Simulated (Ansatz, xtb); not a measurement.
## H4NSiSn: where a starting geometry ends

The starting geometry of this gas-phase doublet was built from a drawn formula by distance geometry and a force field; its bonds are those of `[H]/N=[Si]\[SnH3]`.

```xyz
7

N    -1.1283    3.5734   -0.3528
Si   -0.5950    2.4147   -1.3218
Sn   -0.1816    0.0804   -0.4235
H    -1.2662    3.3210    0.6626
H    -1.6916   -0.5291    0.2112
H     1.0445    0.1331    0.7580
H     0.3423   -0.9695   -1.7637
```

**Question.** Predict what it relaxes into with r2SCAN-D4/def2-SVP.

**Answer.** It keeps its bonds, and is `[H]/N=[Si]/[SnH3]`.

The energy falls by 0.54 eV over 16 steps:

```
step  E − E(last) (eV)
   1             0.544
   3             0.412
   4             0.385
   6             0.169
   8             0.088
   9             0.078
  11             0.017
  13             0.001
  14             0.000
  16             0.000
```

Final geometry (Å):

```xyz
7

N    -1.0944    3.1576    0.0133
Si   -0.6058    2.4972   -1.3656
Sn   -0.1603    0.0031   -0.4999
H    -1.4202    3.9824    0.5035
H    -1.6058   -0.6217    0.1804
H     1.0585    0.0437    0.7069
H     0.3522   -1.0384   -1.7686
```

From the same start GFN2-xTB ends elsewhere, differing in Sn3–H5 (2.21 against 1.72 Å here), Sn3–H6 (2.21 against 1.72 Å here), Sn3–H7 (2.24 against 1.72 Å here).

No frequencies were run, so the end isn't proven a minimum. Open shells are spin-unrestricted. Atoms past krypton carry core potentials, without spin–orbit terms. Run with Ansatz 0.2.0, 2.6 min on 1 thread of AMD EPYC 7R43 64-Core Processor (Zen 3), on a shared host.
